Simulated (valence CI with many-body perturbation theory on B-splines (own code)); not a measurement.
## Ar IV in brief

Level of theory: valence CI with perturbative core correlation (CI+MBPT): five valence electrons over a frozen Dirac-Fock core [Ne], a basis of 9 s, 9 p, 8 d, 6 f, 3 g, 1 h functions for each j, with the one-electron correlation potential Σ1 (screened to all orders), the two-electron term Σ2, the three-electron term Σ3, Breit, model QED; selected single and double excitations, second order for the rest, scaled by the run's own slope (own B-spline code, finite nucleus).

Against 38 measured levels this calculation errs by 159 cm⁻¹ on average and by 399 at most. These come from a selection out of Saloman, J. Phys. Chem. Ref. Data 39, 033101 (2010). Levels without a partner in it may be off by more. Among the levels kept, up to 1200 cm⁻¹ of a level comes from second order outside the variational space, and about a tenth of that is noise between levels of different J, which matters for small intervals.

Rates and lifetimes use the calculated energies. Strong lines usually hold to 10 to 20 %, long lifetimes can be off by a factor of two.

(1) What is the ground level?

(2) How well does LS coupling describe the low levels?

(3) Where does the other parity begin?

(4) What are the static dipole polarisabilities of the lowest levels?

(5) Name the longest-lived excited levels whose lifetime is computed, and their main decay.

(6) Among levels below 267571 cm⁻¹, which E1 lines absorb most strongly from the ground level?

(7) What is the ionisation energy?

Answers

(1) 3s2.3p3 4S°_3/2, composition 95 % 3s2.3p3 4S° + 3 % 3s.3p3.3d 4S°, g = 2.001.

(2) Among the lowest 20 levels the leading LS term, summed over configurations, holds 96 % on average. For single configurations the figures are 83 % in LS and 56 % in jj coupling. Terms mix most in the J = 7/2 level at 187295 cm⁻¹, where the leading one holds 63 %.

(3) At 3s.3p4 4P_5/2, 117463 cm⁻¹.

(4) 3s2.3p3 4S°_3/2 3.50; 3s2.3p3 2D°_3/2 3.53 (tensor 0.021); 3s2.3p3 2D°_5/2 3.53; 3s2.3p3 2P°_1/2 3.52 bohr³, of which the core gives 0.0371.

(5) 3s2.3p3 2D°_5/2 at 21399 cm⁻¹ lives 502 s, mostly by E2 to 3s2.3p3 4S°_3/2; 3s2.3p3 2D°_3/2 at 21274 cm⁻¹ lives 42.4 s, mostly by M1 to 3s2.3p3 4S°_3/2; 3s2.3p3 2P°_1/2 at 35117 cm⁻¹ lives 610 ms, mostly by M1 to 3s2.3p3 4S°_3/2.

(6) to 3s2.3p2.3d 4P_5/2 at 45.26 nm, f = 1.50; to 3s2.3p2.3d 4P_3/2 at 45.16 nm, f = 0.986; to 3s2.3p2.3d 4P_1/2 at 45.09 nm, f = 0.500.

(7) 59.097 eV; NIST lists 59.58 ± 0.18 eV (semi-empirical).
